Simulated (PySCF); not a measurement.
Al(OH)(SH)2 (AlH3OS2), SMILES [OH][Al]([SH])[SH].

Geometry: B3LYP-D3(BJ)/def2-SVP. The values are those of a single conformer.

Computed with TDDFT-CAM-B3LYP/def2-SVPD (PySCF 2.14.0).

Vertical excitations. Gas-phase values at a fixed geometry. State labels are in the subgroup Cs.

| state | symmetry | energy (eV) | λ (nm) | f | main pairs |
|---|---|---|---|---|---|
| S1 | A" | 5.70 | 218 | 0.000 | HOMO→LUMO 88 % |
| S2 | A" | 6.12 | 202 | 0.066 | HOMO−1→LUMO 63 %, HOMO→LUMO+2 27 % |
| S3 | A" | 6.28 | 197 | 0.020 | HOMO→LUMO+2 38 %, HOMO−1→LUMO 18 %, HOMO→LUMO+3 12 %, HOMO→LUMO+4 12 % |
| S4 | A" | 6.44 | 193 | 0.004 | HOMO−1→LUMO+2 43 %, HOMO→LUMO+3 21 % |
| S5 | A' | 6.58 | 188 | 0.018 | HOMO→LUMO+1 76 %, HOMO−2→LUMO 15 % |
| S6 | A' | 7.10 | 175 | 0.119 | HOMO−1→LUMO+1 62 %, HOMO−2→LUMO 19 % |
| S7 | A' | 7.15 | 173 | 0.256 | HOMO−2→LUMO 55 %, HOMO−1→LUMO+1 24 % |
| S8 | A" | 7.28 | 170 | 0.011 | HOMO→LUMO+3 42 %, HOMO−1→LUMO+3 24 %, HOMO−1→LUMO+2 13 % |
| S9 | A" | 7.42 | 167 | 0.012 | HOMO−2→LUMO+1 57 %, HOMO−1→LUMO+3 11 %, HOMO→LUMO+2 9 % |
| S10 | A" | 7.48 | 166 | 0.029 | HOMO−2→LUMO+1 38 %, HOMO−1→LUMO+3 15 %, HOMO−1→LUMO+2 14 %, HOMO→LUMO+2 9 % |
| T1 | A" | 5.42 | 229 | 0 | HOMO→LUMO 82 % |
| T2 | A" | 5.72 | 217 | 0 | HOMO−1→LUMO 52 %, HOMO→LUMO+2 30 % |
| T3 | A" | 5.85 | 212 | 0 | HOMO→LUMO+2 31 %, HOMO→LUMO+4 16 %, HOMO→LUMO+3 14 %, HOMO−1→LUMO 13 % |
| T4 | A' | 5.93 | 209 | 0 | HOMO→LUMO+1 92 % |
Triplets are in the Tamm–Dancoff approximation, which puts them higher than full response would, so one can lie above its singlet here.
